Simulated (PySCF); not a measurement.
Polarisability and C₆ of Te⁻ (tellurium, charge -1)

[Kr] 4d10 5s2 5p5, 2P determinant. Computed with PySCF 2.14 in aug-cc-pwCVTZ-DK3 (10s9p7d4f1g, 109 functions), with scalar relativity by spin-free X2C-1e. Coupled (time-dependent) response in atomic units; α is the mean over directions.

```json
{"method": "UHF", "mean α (bohr³)": "76.74", "α xx, yy, zz": "63.20, 83.51, 83.51", "C₆ (like pair)": "1161", "S(−4)": "1581"}
{"method": "PBE0", "mean α (bohr³)": "85.14", "α xx, yy, zz": "69.26, 93.08, 93.08", "C₆ (like pair)": "1320", "S(−4)": "2098"}
```

S(−4) is the Cauchy moment in α(ω) = α(0) + S(−4) ω² + …

Spin-orbit coupling is absent.

α(iu) at PBE0:

| u (hartree) | α(iu) (bohr³) |
| --- | --- |
| 0 | 85.14 |
| 0.0500 | 80.36 |
| 0.100 | 69.80 |
| 0.200 | 48.74 |
| 0.300 | 34.18 |
| 0.500 | 18.81 |
| 0.750 | 10.78 |
| 1.00 | 7.107 |
| 1.50 | 3.942 |
| 2.00 | 2.611 |
| 3.00 | 1.460 |
| 5.00 | 0.6729 |

A single London oscillator, α(iu) = α/(1 + u²/ω²), gives C₆ = (3/4) ω α². Matching the computed C₆ needs ω = 4 × 1320 / (3 × 85.14²) = 0.243 hartree.

For an ion, C₆ is the dispersion term alone; charge-induced terms of lower order in 1/R come first.

The components differ because the open shell of this determinant is not spherical; for a pure term their mean is the scalar polarisability.
